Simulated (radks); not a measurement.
Values are calculated unless marked as measured or tabulated.
How relativity changes the ionisation of the hafnium ion Hf49+ ([Ar] 3d5) to Hf50+ ([Ar] 3d4). Spin-unpolarised spherical Kohn-Sham, PBE, point nucleus unless stated (finite: rms radius 5.347 fm), a radial shooting solver on a logarithmic mesh with Libxc functionals. A level marked "c x" has the speed of light scaled by that factor and shares open shells by 2j + 1; other Dirac levels either fill j = l - 1/2 first or share by 2j + 1.

level                               E(Hf49+) (hartree)  E(Hf50+) (hartree)  IE (eV)   HOMO  <r> HOMO (bohr)
non-rel.                                   -12289.2072         -12127.8009   4392.1     3d           0.1776
scalar-rel.                                -13023.4629         -12861.5772   4405.1     3d           0.1758
scalar-rel., finite nucleus                -13021.4139         -12859.5271   4405.2     3d           0.1758
Dirac, 2j+1 shares                         -13042.2967         -12880.4336   4404.5  3d5/2           0.1772
Dirac, low j first                         -13047.1390         -12886.3577   4375.1  3d5/2           0.1773
Dirac, 2j+1 shares, finite nucleus         -13040.2304         -12878.3663   4404.5  3d5/2           0.1772
Dirac, c x 0.75                            -13837.3308         -13675.2342   4410.9  3d5/2           0.1771
Dirac, c x 3                               -12362.6205         -12201.1573   4393.6  3d5/2           0.1775
Dirac, c x 10                              -12295.7276         -12134.3161   4392.2  3d5/2           0.1776

NIST Atomic Spectra Database: 4372 eV (theoretical). The relativistic part of the total energy of Hf49+ is -751 hartree (Dirac, 2j+1 shares, finite nucleus), 6.1 % of the non-relativistic value. Spin polarisation and multiplet splitting of open shells are left out at every level.

Beside tabulated values, note that relativity, absent from the non-relativistic runs, is large for the heavy elements, and spin-unpolarised runs miss the spin-polarisation part of the exchange energy of open shells.
